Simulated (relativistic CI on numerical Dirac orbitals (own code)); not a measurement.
What each ingredient does to the levels of In39+

Base calculation: Dirac-Coulomb-Breit CI, separate exchange-only KLI orbitals for each configuration, model QED (radiative potential, 1s self-energy scaled to tabulated hydrogen-like ionisation energies), unscaled Slater integrals.

Configurations in the expansion (outside the closed core 1s2): 2s²2p⁶, 2s²2p⁵3s, 2s²2p⁵3p, 2s²2p⁵3d, 2s2p⁶3s, 2s2p⁶3p, 2s2p⁶3d, 2s²2p⁵4s, 2s²2p⁵4p, 2s²2p⁵4d, 2s²2p⁵4f, 2s2p⁶4s, 2s2p⁶4p, 2s²2p⁴3s², 2s2p⁶4d, 2s2p⁶4f. Levels of other configurations are missing.

Variants: (1) configuration mixing switched off; (2) non-relativistic limit. Shifts of the energy above 2s²2p⁶ ¹S0, in eV, for the lowest level and the first level of each name with at least 55 % of one term (blank where a level changes its place among those of its configuration and J or its character, or is not in the variant):

```csv
Level,Base,Δ(1),Δ(2)
2s²2p⁶ ¹S0,0.00,0.00,0.00
2s²2p⁵3s ³P°2,3385.10,+0.31,+66.04
2s²2p⁵3s ¹P°1,3390.03,+0.39,
2s²2p⁵3p ³D3,3522.10,+0.12,+2.86
2s²2p⁵3p ¹P1,3522.15,+0.58,
2s²2p⁵3p ³P2,3529.41,+0.01,
2s²2p⁵3s ³P°0,3601.79,+0.83,-150.64
2s²2p⁵3s ³P°1,3603.90,+1.00,
2s²2p⁵3d ³P°0,3616.97,+0.27,-0.77
2s²2p⁵3d ³P°1,3621.55,+0.28,-5.36
2s²2p⁵3d ³F°3,3625.40,0.00,-2.54
2s²2p⁵3d ³D°2,3628.71,+0.04,
2s²2p⁵3d ³F°4,3634.67,0.00,-11.82
2s²2p⁵3d ¹D°2,3638.45,+0.11,
2s²2p⁵3d ³D°3,3644.50,-0.04,
2s²2p⁵3d ¹P°1,3663.82,-0.05,
2s²2p⁵3p ³D1,3682.90,+0.25,
2s²2p⁵3d ³F°2,3841.48,+0.01,
2s2p⁶3s ³S1,3877.38,-2.52,-173.78
2s2p⁶3s ¹S0,3893.73,-0.05,-175.94
2s2p⁶3p ³P°0,3958.69,-1.22,-180.68
2s2p⁶3p ³P°1,3960.38,-1.39,-182.37
```

At this charge energies of transitions that change n are usually good to better than 1 %, and those within a shell (Δn = 0) to a few per cent.

Ionisation energy from the two ground configurations alone: base 6118.12 eV. The NIST ASD value (semi-empirical) is 6126 eV.

LS names give the leading component of a level, which can be under half, so a name can repeat, a term be missing and a line seem to break the LS rules.
